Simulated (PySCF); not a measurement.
Computed spin Hamiltonian

C5H5Cl3F (doublet state).
Numbering: `[CH3:1]/[CH:2]=[CH:3]/[C:4]([F:5])[C:6]([Cl:7])([Cl:8])[Cl:9]` (hydrogens: H10, H11, H12 on C1; H13 on C2; H14 on C3)

Cartesian coordinates in Å at the GFN2-xTB level; atoms count from 1:
```
atom  x, y, z in Å
C1    -2.5742    0.1529    0.0191
C2    -1.2438   -0.2089   -0.5122
C3    -0.0732    0.0367    0.1509
C4     1.1826   -0.2921   -0.3341
F5     1.2926   -0.8480   -1.5573
C6     2.4616    0.0153    0.3233
Cl7    2.3326   -0.1519    2.0857
Cl8    3.7822   -1.0062   -0.2646
Cl9    2.9300    1.7595   -0.0009
H10   -2.4976    0.6418    0.9865
H11   -3.1963   -0.7387    0.1176
H12   -3.0879    0.8174   -0.6778
H13   -1.2107   -0.6902   -1.4789
H14   -0.0987    0.5119    1.1205
```

The hyperfine couplings belong to this conformer and change with its torsions.

Theory: UKS B3LYP, pcH-1 on C Cl F H, non-relativistic, mean-field spin-orbit, GIAO in PySCF 2.14.0. One conformer (not necessarily the lowest) at the GFN2-xTB geometry, without solvent, vibrations or thermal averaging. Couplings are sensitive to structure, and on GFN2-xTB geometries they can be far from those on DFT ones. The SCF solution wasn't tested for stability. ⟨S²⟩ is 0.774 where a pure state has 0.75.

```
g1, g2, g3                      : 2.00095, 2.00346, 2.00407
g_iso                           : 2.00283
Form of g                       : rhombic: the two nearest values differ by 20 % of g3 − g1
⟨S²⟩                            : 0.7740 (exact 0.7500)
α and β electrons               : 48, 47
HOMO–LUMO gap, α and β orbitals : 4.63, 5.19 eV
Total energy                    : -1673.93116 Eh
```

Hyperfine couplings atom by atom, in G; T1 to T3 are the principal values of the dipolar part; ρ(0) is the spin density at the nucleus (MHz turned into gauss with g_iso; 10 G = 1 mT):

```csv
atom,isotope,a_iso,of which spin–orbit,T1,T2,T3,Mulliken spin population,ρ(0) (bohr⁻³)
C1,13C,-6.9,0.0,-0.6,0.2,0.4,-0.05,-0.0171
C2,13C,17.1,0.0,-15.8,-15.4,31.2,0.56,0.0426
C3,13C,-16.2,0.0,-9.7,3.9,5.8,-0.23,-0.0405
C4,13C,24.5,0.0,-20.4,-19.4,39.7,0.56,0.0611
F5,19F,31.2,0.0,-57.4,-45.8,103.2,0.04,0.0208
C6,13C,-9.7,0.0,-0.7,-0.2,0.8,-0.02,-0.0243
Cl7,35Cl,2.6,0.0,-1.7,-1.5,3.2,0.02,0.0165
Cl8,35Cl,1.0,0.0,-0.9,-0.8,1.8,0.01,0.0064
Cl9,35Cl,9.2,0.1,-6.1,-5.4,11.5,0.07,0.0582
H10,1H,0.5,0.0,-0.9,-0.8,1.7,0.00,0.0003
H11,1H,24.3,0.0,-1.2,-0.7,1.9,0.03,0.0152
H12,1H,23.5,0.0,-1.2,-0.7,1.9,0.03,0.0147
H13,1H,-12.3,0.0,-6.2,-0.7,7.0,-0.02,-0.0077
H14,1H,3.7,0.0,-1.8,-0.6,2.3,0.01,0.0023
```

The largest Mulliken spin populations are on C2 (+0.56), C4 (+0.56), C3 (-0.23) and Cl9 (+0.07). The angles at C2 add up to 360.0°, so it is planar.

C4, the radical centre as drawn in `C/C=C/[C](F)C(Cl)(Cl)Cl`, holds a spin population of +0.56 out of 1.

Axes: g3 points within 13° of the C2–C3 bond.

Under fast tumbling the dipolar parts average out, and these isotropic splittings remain: 1 × 19F (F5, I = 1/2, 2 lines) with 3.12 mT, 3 × 1H (H10/H11/H12, I = 1/2, 4 lines) with 1.61 mT, 1 × 1H (H13, I = 1/2, 2 lines) with 1.23 mT, 3 × 35Cl (Cl7/Cl8/Cl9, I = 3/2, 10 lines) with 0.43 mT and 1 × 1H (H14, I = 1/2, 2 lines) with 0.37 mT.

Class means assume fast exchange of nuclei equivalent by connectivity; if that motion is slow, each nucleus keeps its own coupling. The three 1H nuclei of mean +45.2 MHz run from 1.5 to 68.1 MHz in the frozen geometry. The three 35Cl nuclei of mean +11.9 MHz run from 2.8 to 25.8 MHz in the frozen geometry.

Main isotope only: 35Cl (natural samples also hold 24 % 37Cl, magnetic too, which adds its own pattern).

The 13C coupling of C4 (68.7 MHz) shows only in satellite lines or after enrichment, since that isotope makes up about 1.07 % of natural carbon.
